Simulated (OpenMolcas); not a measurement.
Ta4+ in a point-charge field

Ta4+ among 8 point charges of -1.2 e arranged as a cube (Oh), 2.07 Å from the ion.
```
   1.1951    1.1951    1.1951  -1.20
   1.1951    1.1951   -1.1951  -1.20
   1.1951   -1.1951    1.1951  -1.20
   1.1951   -1.1951   -1.1951  -1.20
  -1.1951    1.1951    1.1951  -1.20
  -1.1951    1.1951   -1.1951  -1.20
  -1.1951   -1.1951    1.1951  -1.20
  -1.1951   -1.1951   -1.1951  -1.20
```

```json
{
  "Program": "OpenMolcas",
  "Method": "SS-CASPT2, IPEA 0.25 Eh, imaginary shift 0.1 Eh (closed shells correlated: 4f 5s 5p)",
  "Basis": "ANO-RCC-VDZP [7s6p4d2f1g]",
  "Scalar Hamiltonian": "DKH2, point nucleus",
  "Active space": "1 electron in 5 orbitals (5d)",
  "State averaging": "2S+1 = 2 even, 5 roots",
  "Spin-orbit coupling": "RASSI with atomic mean-field integrals over the reference wave functions"
}
```

The lowest spin-free states (labels of O, the rotations of Oh), above the lowest:

```json
{"State": "2E", "Degeneracy": "2", "E (cm-1)": "0", "Free-ion L (%)": "D (100)"}
{"State": "2T2", "Degeneracy": "3", "E (cm-1)": "9820", "Free-ion L (%)": "D (100)"}
```

The lowest levels with spin-orbit coupling:

| E (cm-1) | Degeneracy | Label | 2S+1 | g |
| --- | --- | --- | --- | --- |
| 0 | 4 | Γ8 | 2 |  |
| 10990 | 4 | Γ8 | 2 |  |
| 14420 | 2 | Γ7 | 2 | 2.00 2.00 2.00 |

Powder χT (cm3 K/mol): 0.152 at 2 K, 0.152 at 10 K, 0.155 at 50 K, 0.158 at 100 K, 0.165 at 200 K, 0.171 at 300 K. The effective moment at 300 K is 2.828 √(χT) = 1.17 μB.

The lowest level has 2S+1 = 2, for which the spin-only value is χT = S(S+1) / 2 = 0.375 cm3 K/mol (g = 2). The computed 0.171 at 300 K differs by -0.204, through orbital momentum, spin-orbit coupling and any other state in reach.

The gap between the two states is 10Dq = -9817 cm-1 (negative for this site).

Roots that are degenerate in the reference are averaged as groups; the widest CASPT2 spread within a group is 77 cm-1 (the 3-fold group of multiplicity 2 near 9820 cm-1 above the lowest state of its run). Shifts and gaps below about the spread of the groups concerned are not significant. An orbital doublet at a regular site is open to a Jahn-Teller distortion, which this geometry leaves out. Free-ion shares, where given, are those of the reference states; single-state CASPT2 does not remix them. Point charges carry no covalency, so the field is a model and not that of real ligands. No measured value stands beside these numbers.
